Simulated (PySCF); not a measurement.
Compound: C₃H₇BF₂.
SMILES with atom numbers: `[CH3:1][CH2:2][CH2:3][B:4]([F:5])[F:6]` (hydrogens: H7, H8, H9 on C1; H10, H11 on C2; H12, H13 on C3)

Method: PBE0-D3(BJ)/def2-SVP geometry optimisation, gas phase in PySCF.

Task: What internal coordinates does the optimisation give?

Result: 
```tsv
bond	length (Å)	order
C1–C2	1.520	single
C2–C3	1.524	single
C3–B4	1.560	single
B4–F5, B4–F6	1.323	single
C1–H7, C1–H8, C1–H9	1.102	single
C2–H10, C2–H11	1.103	single
C3–H12, C3–H13	1.107	single
```

Bonds in one row agree within 0.01 Å and their mean is given. Orders are formal, as drawn. A selection of angles:
```tsv
angle	degrees
C2–C1–H7	111.7
H7–C1–H8	107.6
C1–C2–C3	113.2
C1–C2–H10	109.7
C3–C2–H10	109.3
H10–C2–H11	105.3
C2–C3–B4	116.3
C2–C3–H12	111.0
B4–C3–H12	107.2
H12–C3–H13	103.7
C3–B4–F5	121.1
C3–B4–F6	122.9
F5–B4–F6	116.0
```

Torsions: C1–C2–C3–B4 180° (antiperiplanar); C2–C3–B4–F5 -177° (antiperiplanar). The mirror-image conformer, all signs reversed, is as good.

B4 (three-coordinate boron) is planar (angles 122.9°, 121.1° and 116.0°, sum 360.0°, 0.00 Å off the plane of its three neighbours). The 6 heavy atoms lie in one plane (0.014 Å rms).

Point group: near Cs, missed by 0.10 Å at most; the miss may be what the optimiser left on a soft mode. Stationary, but not proved a minimum. One conformer, not necessarily the lowest.
